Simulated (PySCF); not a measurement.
C4H5NS2, SMILES Cc1ncsc1S. Geometry optimised at r2SCAN-D4/def2-SVP. One conformer was computed; it need not be the lowest.

**Question.** Give the equilibrium geometry at r2SCAN-D4/def2-SVP (PySCF confirms it by a frequency run) as Cartesian coordinates in Å. (Estimate from the structure and the level; the computed values follow.)

**Answer.** This is not unique; one that fits is 
```xyz
12

C     -1.0304     2.1192     0.5154
C     -0.0334     1.0705     0.1521
N      1.2713     1.4300    -0.0705
C      2.0088     0.3997    -0.3736
S      1.1827    -1.1221    -0.4035
C     -0.2934    -0.2857     0.0068
S     -1.8012    -1.1379     0.3065
H     -1.0278     2.9185    -0.2421
H     -0.7597     2.5864     1.4759
H     -2.0399     1.6960     0.5969
H      3.0765     0.4603    -0.6046
H     -2.1629    -1.3338    -0.9861
```
